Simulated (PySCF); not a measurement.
**Worked example for `COC(=O)C(=O)O[SiH3]` (C3H6O4Si): deprotonation at atom Si8**

Numbering: `[CH3:1][O:2][C:3](=[O:4])[C:5](=[O:6])[O:7][SiH3:8]`

These are calculated values, M06-2X/ma-def2-SVP in PySCF (grid level 3) at geometries from PBE0-D3(BJ)/def2-SVP. Zero-point and thermal terms (298.15 K, 1 bar) come from unscaled GFN2-xTB harmonic frequencies, with soft modes damped to free rotors in the entropy. These were taken at the GFN2-xTB minima.

Step: `COC(=O)C(=O)O[SiH3]` → `COC(=O)C(=O)O[SiH2-]` + H⁺.

| species | charge | multiplicity | E / Eh |
| --- | --- | --- | --- |
| `COC(=O)C(=O)O[SiH3]` | 0 | 1 | -707.779468 |
| `COC(=O)C(=O)O[SiH2-]` | -1 | 1 | -707.203558 |

Thermal terms, products less reactant: Δ(H − E) = -22.58 kJ/mol, Δ(G − E) = -50.25 kJ/mol (the bare proton has no electronic energy, H = 5/2 RT). 1 Eh = 2625.50 kJ/mol.

Problem. What are ΔE, ΔH and ΔG of this step?

Solution. ΔE = 0.575910 Eh = 1512.05 kJ/mol; ΔH = 1489.5 kJ/mol; ΔG = 1461.8 kJ/mol, all in the gas phase at 298.15 K and 1 bar. The digits show the arithmetic; the method itself can be off by 10 kJ/mol or more.

Note: structures of the anions come from def2-SVP, which lacks diffuse functions; ma-def2-SVP is a small basis, whose errors can reach tens of kJ/mol.
